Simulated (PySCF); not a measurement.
## Structure from NMR data

An unknown has the formula C6H10FNSi2. Its calculated NMR data are:

1H NMR (300 MHz, computed): δ 6.19 (br s, 1H), 6.08 (m, 1H), 5.80 (br s, 1H), 5.28 (m, 1H), 2.73 (m, 1H), 2.48 (s, 3H), 1.81 (m, 1H), 1.61 (m, 1H).

13C{1H} NMR (computed): δ 149.9 (C), 137.8 (CH2), 125.1 (C), 28.2 (CH3), 21.2 (CH), 15.8 (CH2).

[PySCF 2.14.0 with density-fitted response routines: GFN2-xTB structure; GIAO PBE0/pcSseg-1 shieldings; no solvent; relativity neglected; equivalent nuclei averaged; one computed conformer]

δ = σ(ref) − σ, references computed at the same level: 1H, 13C vs TMS.

Question: What is the structure?

Answer: 
- The formula gives 4 degrees of unsaturation (1 ring in the answer).
- 6 carbon signals for 6 carbons: no two carbons are equivalent.
- Carbon types of the structure: 2 × C, 1 × CH, 2 × CH2, 1 × CH3, leaving 2 H on heteroatoms.
- δC 149.9: fully substituted alkene carbon; an sp2 carbon of a C=C bond.
- δC 137.8: terminal =CH2 carbon; as expected for a trigonal carbon in a double bond.
- δC 125.1: nitrile carbon; typical of a nitrile.
- δC 28.2: allylic methyl carbon; saturated and bonded to C and H only.
- δH 6.19, 5.80: hydrogen on a terminal =CH2 carbon; olefinic region.
- δH 2.48: hydrogen on an allylic methyl carbon; allylic position.
- δH 1.81, 1.61: hydrogen on an sp3 CH2 bonded to Si.

Structure: `C=C(C)[Si@@H]1C[C@H](C#N)[Si@@H]1F`.

The data come from this structure; uniqueness wasn't tested.

Splittings by 19F in the carbon and heteronuclear signals aren't shown, as no couplings were computed. Shifts are as computed. Against solution values, carbons near 30 ppm lie about +3 ppm off and those near 130 ppm about +5 ppm. Of 1309 compounds with measured shifts, 239 miss one by over three times the rms of a fit or turn the order of signals round; such compounds aren't used in these exercises. No couplings were computed; multiplicities are counted from neighbouring protons, with m where these are inequivalent, close in shift, in a saturated or five-membered ring or joined by F or P, and br s for small geminal =CH2 splittings.
